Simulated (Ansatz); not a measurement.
BH₄OPSi (`B[SiH]1OP1`). The species carries charge 0 and has multiplicity 1.

| atom | x (Å) | y (Å) | z (Å) |
| --- | --- | --- | --- |
| B1 | -1.2566 | -0.1313 | 0.6300 |
| Si2 | 0.4904 | 0.6809 | 0.3540 |
| O3 | 1.7944 | -0.3613 | 0.1099 |
| P4 | 1.2775 | -0.1738 | -1.5017 |
| H5 | -1.3319 | -1.3217 | 0.6699 |
| H6 | -2.2504 | 0.5311 | 0.6308 |
| H7 | 0.9024 | 2.0629 | 0.6871 |
| H8 | 0.3742 | -1.2869 | -1.5799 |

(1) Give the diagnostics of a CCSD(T)/def2-TZVPP run (frozen core, the Gaussian-basis code of Ansatz). (Best estimate.)

Answers

(1) Computed: T1 = 0.0210, largest single amplitude 0.063, largest double 0.067, (T) share of the correlation energy 4.4 %, 12 CCSD cycles. The RHF solution is stable towards an unrestricted one. T1 lies over the customary mark of 0.02 for closed shells.
